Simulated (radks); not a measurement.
Question: All-electron atom: Ir III in [Xe] 4f14 5d7. Method: Dirac Kohn-Sham, PBE, spin-unpolarised, spherical densities, finite nucleus; open shells are shared between the two j in proportion to 2j + 1; Fermi nuclear charge, rms radius 5.4032 fm; computed with a radial shooting solver on a logarithmic mesh with Libxc functionals.

Spin-orbit splittings of the eigenvalues, e(l+1/2) - e(l-1/2), with zeta = 2 splitting/(2l+1) and mean radii in bohr:

shell  occ.  splitting (eV)  zeta (eV)  <r> j=l-1/2  <r> j=l+1/2
2p        6            1627       1085      0.06017      0.06848
3p        6               ?          ?       0.1801       0.1954
3d       10           77.01      30.80       0.1705       0.1752
4p        6           84.27      56.18       0.4267       0.4604
4d       10           15.65      6.258       0.4719       0.4831
4f       14           3.119     0.8913       0.5314       0.5391
5p        6           13.56      9.042        1.065        1.163
5d        7           1.317     0.5270        1.592        1.648

Estimate the 3p splitting.

Answer: 356.3 eV (zeta = 237.6 eV).
